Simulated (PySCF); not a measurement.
C3H12N2OSi: full NMR table

* Formula: C3H12N2OSi
* SMILES: CCO[Si](C)(N)N
* Point group of the computed structure: C1
* Degrees of unsaturation: 0
* Carbon signals: 3
* Proton signals: 4

Numbering as in the mapped SMILES `[CH3:1][CH2:2][O:3][Si:4]([CH3:5])([NH2:6])[NH2:7]`; H(Xn) means a hydrogen on atom n.

Theory: structure optimised with GFN2-xTB, NMR shieldings at PBE0/pcSseg-1/GIAO, in PySCF 2.14 (isolated molecule, non-relativistic Hamiltonian, a single conformation, rapidly exchanging positions averaged).

Shifts are taken against calculated references (same method and geometry level): ¹H (σref 31.72), ¹³C (σref 186.93), ²⁹Si (σref 349.16) against TMS; NH3 for ¹⁵N (σref 267.73); ¹⁷O (σref 336.08) against H2O.

| carbon | δC, type | δH (multiplicity) | HMBC from (2–3 bonds) | span of the C tensor (ppm) |
| --- | --- | --- | --- | --- |
| C1 | 21.0, CH3 | 1.40 (t) | H(C2) | 38 |
| C2 | 62.0, CH2 | 4.12 (q) | H(C1) | 75 |
| C5 | 0.2, CH3 | -0.13 (s) | – | 18 |

Other nuclei:
```json
{"atoms": "H(N6)/H(N7)", "nucleus": "¹H", "environment": "hydrogen on a nitrogen bonded to Si", "δ (ppm)": "0.38", "σ (ppm)": "31.34"}
{"atoms": "Si4", "nucleus": "²⁹Si", "environment": "silicon bonded to C, 2 N, O", "δ (ppm)": "-23.5", "σ (ppm)": "372.7"}
{"atoms": "N6/N7", "nucleus": "¹⁵N", "environment": "nitrogen bonded to Si, 2 H", "δ (ppm)": "31.5", "σ (ppm)": "236.3"}
{"atoms": "O3", "nucleus": "¹⁷O", "environment": "oxygen bonded to C, Si", "δ (ppm)": "60.8", "σ (ppm)": "275.2"}
```

1. Carbon types of the structure: 1 × CH2, 2 × CH3, leaving 4 H on heteroatoms.
2. δC 62.0: sp3 CH2 bonded to O; pulled downfield by the heteroatom.
3. δC 0.2: methyl carbon bonded to Si; an electropositive neighbour leaves it electron-rich and shielded.
4. δH 4.12: hydrogen on an sp3 CH2 bonded to O; its carbon carries O, which withdraws density.
5. δH 0.38: hydrogen on a nitrogen bonded to Si; labile proton, position sensitive to the medium.
6. δH -0.13: hydrogen on a methyl carbon bonded to Si; an electropositive neighbour shields it, as in TMS itself.

OH/NH shifts are gas-phase values; hydrogen bonding in solution moves them, usually downfield. Shifts are as computed. Against solution values, carbons near 30 ppm lie about +3 ppm off and those near 130 ppm about +5 ppm. Of 1211 compounds with measured shifts, 218 miss one by over three times the rms of a fit or turn the order of signals round; such compounds aren't used in these exercises. Experimental scales use liquid or dissolved standards, which lie at an offset from isolated NH3 (liquid NH3: subtract about 20 ppm) and H2O (liquid H2O: subtract about 36 ppm). Multiplicities follow the n + 1 count of equivalent neighbours, as no J values were calculated; m marks all less simple cases, F and P coupling included.
